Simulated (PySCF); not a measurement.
Work out the structure from these simulated measurements.

Elements present: Cl, Ge, H and O. Monoisotopic mass: 249.8177 u.

* Polarisability: 102.3 au [PBE0/def2-SVPD]
* Triplet: lowest triplet excitation (Tamm–Dancoff): 3.84 eV [TDA PBE0/def2-SVPD]
* UV, first state: lowest singlet excitation: 4.13 eV (300 nm, f = 0.000) [TDDFT PBE0/def2-SVPD]
* Rotational structure: rotational constants A, B, C: 0.992, 0.987, 0.723 GHz [PBE0-D3(BJ)/def2-SVP]
* UV, strongest line: among the 15 lowest singlet transitions: S2 at 4.95 eV (251 nm, f = 0.031) [TDDFT PBE0/def2-SVPD]
* XPS: Cl2p3/2 205.3 (×4), O1s 541.7 (×2), Cl1s 2827.9 (×4) eV [ΔSCF SCAN, pcX-2 on the ionised atom, pcseg-1 elsewhere, spin-free X2C, 2p3/2 from a spin–orbit splitting computed afterwards within the 2p shell]

Gas-phase values; electronic properties from PySCF, density fitting. Levels stand in brackets. Isolated species at its PBE0-D3(BJ)/def2-SVP geometry, gas phase. Relativistic effects, spin–orbit coupling among them, are left out (core-ionisation runs apart) although an element past zinc is present.

**Question.** Which formula fits the mass and the elements?

**Answer.** Cl4GeH4O2 (calculated 249.8177). No other formula that holds each of these elements comes within 0.0003 u with a fitting electron parity and a possible valence count.

**Question.** What is the compound? Reason from the data.

**Answer.** The core levels belong to: Cl2p3/2 205.3 eV, chlorine bonded to Ge; O1s 541.7 eV, oxygen bonded to Ge and 2 H; Cl1s 2827.9 eV, chlorine bonded to Ge. One atom of each topological class was ionised and stands for its class. No core level of Ge was computed. By its constants the optimised geometry is a nearly oblate symmetric top. Structure: trans-Ge(H2O)2Cl4, `[OH2]->[Ge](<-[OH2])([Cl])([Cl])([Cl])[Cl]`. The assignments are read from this structure; whether some other isomer fits the data as well wasn't checked.
